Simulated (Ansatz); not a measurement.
Cost and result for the atomization energy of H₃O₃SSi (`O[Si](O)(O)[S]`) radical (8 atoms, 7 bonds).

The species carries charge 0 and has multiplicity 2. The geometry is a stationary point of PBE0-D4/def2-TZVP. It is one conformer, not always the lowest. Program: Ansatz. Hardware: A = 2 threads of an AMD EPYC 7R13 on a shared host; B = 2 threads of an AMD EPYC 7R13 on a shared host and a share of an NVIDIA H100 80 GB. Times are those of one run each, without the atoms' runs, and a repeat can differ threefold. Electronic energies, without spin–orbit coupling; frozen cores. CCSD(T)/CBS adds CCSD(T) − MP2 in def2-TZVPP to the MP2 limit, and its time is that of the two runs behind it. T1 = 0.014; ⟨S²⟩ of the reference is 0.76. B3LYP takes the VWN-RPA correlation (the form of Gaussian; ORCA's B3LYP/G).

CCSD(T)/CBS is a level of theory with its own doubt, some kJ/mol a heavy atom from the limit and from the frozen cores, so smaller differences don't rank the functionals.

| level | functions | wall time |
| --- | --- | --- |
| CCSD(T)/def2-TZVPP [B] | 219 | 10 s |
| PBE-D4/def2-TZVPP (with forces) [A] | 219 | 12 s |
| MP2/def2-QZVPP [B] | 401 | 15 s |
| CCSD(T)/CBS(def2) | – | 25 s |
| PBE0-D4/def2-TZVPP [A] | 219 | 26 s |
| B3LYP-D4/def2-TZVPP (with forces) [A] | 219 | 28 s |
| B2PLYP/def2-TZVPP [A] | 219 | 30 s |
| r2SCAN-D4/def2-TZVPP (with forces) [A] | 219 | 31 s |
| ωB97X-V/def2-TZVPP [A] | 219 | 58 s |
| ωB97M-V/def2-TZVPP (with forces) [A] | 219 | 90 s |

Task: What atomization energy does each give, and how far from CCSD(T)/CBS? (An estimate is asked.)

Result: Computed: 
```
                                 level  atomization (kcal/mol)  difference from CCSD(T)/CBS  per bond
                CCSD(T)/def2-TZVPP [B]                   719.9                        -27.3      -3.9
   PBE-D4/def2-TZVPP (with forces) [A]                   754.9                          7.7       1.1
                    MP2/def2-QZVPP [B]                   762.5                         15.3       2.2
                     CCSD(T)/CBS(def2)                   747.2                          0.0       0.0
                PBE0-D4/def2-TZVPP [A]                   733.5                        -13.7      -2.0
 B3LYP-D4/def2-TZVPP (with forces) [A]                   736.2                        -11.0      -1.6
                 B2PLYP/def2-TZVPP [A]                   731.6                        -15.6      -2.2
r2SCAN-D4/def2-TZVPP (with forces) [A]                   746.5                         -0.7      -0.1
                ωB97X-V/def2-TZVPP [A]                   744.3                         -2.9      -0.4
  ωB97M-V/def2-TZVPP (with forces) [A]                   746.1                         -1.1      -0.2
```

From PBE to PBE0 (25 % exact exchange), in def2-TZVPP and without D4, the atomization energy moves by −20.6 kcal/mol: exact exchange takes away binding that semilocal exchange gives to molecules. The D4 term adds +7.7 kcal/mol with B3LYP and +4.0 kcal/mol with PBE0; it sums over pairs of atoms, weighted by their polarisabilities, and B3LYP, whose exchange is more repulsive, gets the larger term. In def2-TZVPP, CCSD(T) changes the Hartree–Fock value by +208.7 kcal/mol (the triples alone add +13.4 kcal/mol) and MP2 by +234.9 kcal/mol; breaking electron pairs costs correlation energy, which Hartree–Fock lacks.
